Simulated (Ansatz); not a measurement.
Basis sets compared for the cluster Ge₃Se₄. The state is a singlet with charge 0. Geometry PBE-D4/def2-SVP. Ansatz on 4 threads of Intel Xeon Platinum 8175M on a shared host; times are rough, and most runs start from earlier orbitals.

```csv
atom,x (Å),y (Å),z (Å)
Ge1,-0.017,0.145,-1.993
Ge2,-1.131,1.316,0.991
Ge3,2.031,-0.464,0.940
Se4,-0.301,-1.195,1.716
Se5,-2.215,0.579,-1.054
Se6,0.484,-2.021,-0.386
Se7,1.150,1.638,-0.214
```

The structure comes from a short search, and lower isomers may exist.

Binding counts from free atoms (Ge triplet, Se triplet) in the same basis, without a counterpoise term.

```json
{"level": "PBE-D4/def2-SVP", "functions": "224", "energy (Eh)": "-15833.1914", "HOMO (eV)": "-5.28", "LUMO (eV)": "-3.33", "binding per atom (eV)": "3.29", "wall time": "6.5 s"}
{"level": "PBE0-D4/def2-SVP", "functions": "224", "energy (Eh)": "-15833.6264", "HOMO (eV)": "-6.16", "LUMO (eV)": "-2.64", "binding per atom (eV)": "3.10", "wall time": "19 s"}
```

Q: Estimate the rows for PBE-D4/def2-TZVP (with forces), PBE0-D4/def2-TZVP.

A: 
```tsv
level	functions	energy (Eh)	HOMO (eV)	LUMO (eV)	binding per atom (eV)	wall time
PBE-D4/def2-TZVP (with forces)	336	-15835.1518	-5.29	-3.37	3.29	16 s
PBE0-D4/def2-TZVP	336	-15835.5874	-6.13	-2.64	3.12	51 s
```
